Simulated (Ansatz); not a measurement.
`C#CSC=O` + `[NH2][SnH2][OH]` → `O=C[NH][SnH2][OH]` + `C#CS`  (substitution at a C–S bond)

Program: Ansatz. Geometries: PBE0-D4/def2-TZVP. ΔE: electronic, gas phase. CCSD(T)/CBS adds triple-zeta CCSD(T) − MP2 to the extrapolated MP2 energy (def2 sets, frozen cores). This one scheme is used for every species. DFT in def2-TZVPP. B3LYP here is the variant with VWN-RPA as its local correlation; programs differ in this. def2 core potentials past Kr. For Sn outer-core shells are correlated without core-valence functions, which leaves a few kJ/mol of doubt a bond. Each species was taken in one conformer, which may not be the lowest.

`C#CSC=O`:

```xyz
7

C    -1.323   -0.405    1.549
C    -0.968    0.093    0.513
S    -0.528    0.811   -0.930
C     1.149    0.218   -1.132
O     1.741   -0.500   -0.394
H    -1.630   -0.850    2.466
H     1.559    0.632   -2.071
```

`[NH2][SnH2][OH]`:

Z-matrix (Å, degrees):
```
Sn
O 1 1.966
N 1 2.010 2 104.3
H 1 1.715 2 105.9 3 -121.4
H 1 1.703 2 108.7 3 114.2
H 2 0.959 1 112.7 3 131.9
H 3 1.010 1 116.0 2 -88.4
H 3 1.010 1 114.8 2 143.2
```

`O=C[NH][SnH2][OH]`:

Cartesian coordinates in Å:
```
O -1.448 0.107 -0.994
C -0.971 1.137 -0.538
N 0.027 1.110 0.351
Sn 0.575 -0.848 0.738
O 1.089 -1.660 -0.960
H -1.344 2.131 -0.839
H 0.420 1.982 0.670
H 2.019 -0.736 1.633
H -0.717 -1.633 1.510
H 0.350 -1.589 -1.572
```

`C#CS`:

Cartesian coordinates in Å:
```
C -0.443 0.838 -0.816
C -0.064 -0.106 -0.172
S 0.426 -1.505 0.617
H -0.774 1.681 -1.375
H 0.854 -0.908 1.745
```

```
             level  ΔE (kcal/mol)  difference from CCSD(T)/CBS
            PBE-D4          -15.3                          2.0
         r2SCAN-D4          -16.7                          0.6
           PBE0-D4          -17.7                         -0.4
          B3LYP-D4          -16.9                          0.4
           ωB97X-V          -19.1                         -1.8
           ωB97M-V          -18.7                         -1.4
            B2PLYP          -16.7                          0.6
               PBE          -14.9                          2.4
            r2SCAN          -16.6                          0.7
              PBE0          -17.3                          0.0
             B3LYP          -16.3                          1.0
     HF/def2-TZVPP          -21.0                         -3.7
    MP2/def2-TZVPP          -17.0                          0.3
SCS-MP2/def2-TZVPP          -17.0                          0.3
   CCSD/def2-TZVPP          -18.6                         -1.3
CCSD(T)/def2-TZVPP          -17.9                         -0.6
     HF/def2-QZVPP          -20.8                         -3.5
    MP2/def2-QZVPP          -16.6                          0.7
SCS-MP2/def2-QZVPP          -16.7                          0.6
      HF/CBS(def2)          -20.8                         -3.5
     MP2/CBS(def2)          -16.4                          0.9
    CCSD/CBS(def2)          -18.1                         -0.8
       CCSD(T)/CBS          -17.3                            0
```

Largest T1 diagnostic among the species: 0.017.

From PBE to PBE0 (25 % exact exchange), in def2-TZVPP and without D4, ΔE moves by −2.4 kcal/mol. In def2-TZVPP, CCSD(T) changes the Hartree–Fock value by +3.1 kcal/mol (the triples alone add +0.7 kcal/mol) and MP2 by +4.1 kcal/mol.
